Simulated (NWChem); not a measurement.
**Correlation energy of Mg**

```
Mg
```
Charge 0, spin multiplicity 1.

Program: NWChem.

Basis set: STO-3G. Each correlation energy counts from its own Hartree-Fock reference.

The correlated methods keep 5 core orbitals frozen. No row is a measurement; the coupled-cluster row has its own basis-set and correlation limits.

Problem. Order these methods by the correlation energy they give, lowest first: MP2, SCS-MP2, CCSD.

Solution. CCSD (-36.2 mHa), SCS-MP2 (-24.6 mHa), MP2 (-20.5 mHa)
